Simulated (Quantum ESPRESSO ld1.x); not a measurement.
Initial-state core-level shifts of the tin ion Sn2+ when its valence configuration changes from [Kr] 4d10 5s2. Method: scalar-relativistic Kohn-Sham, LDA (Slater exchange, Perdew-Zunger correlation), spin-polarised, spherical densities, point nucleus; open shells are filled with parallel spins first; computed with ld1.x of Quantum ESPRESSO 7.5. Shifts are changes of the shell-averaged eigenvalues in eV (positive: less bound).

valence                1s       2s       3s       3p
4d10 5s1 5p1       -1.372   -1.346   -1.375   -1.374
4d9 5s2 5p1        -8.341   -8.752   -8.445   -8.446
4d8 5s1 5p3       -17.864  -18.755  -18.094  -18.093
4d10 5p2           -2.812   -2.761   -2.814   -2.811
4d9 5s1 5p2        -9.527   -9.925   -9.650   -9.648
4d10 5s1.5 5p0.5   -0.723   -0.709   -0.722   -0.721
4d9.5 5s2 5p0.5    -4.154   -4.351   -4.207   -4.208
4d9 5s1.5 5p1.5    -8.966   -9.371   -9.078   -9.077
4d9.5 5s1 5p1.5    -5.427   -5.605   -5.491   -5.490
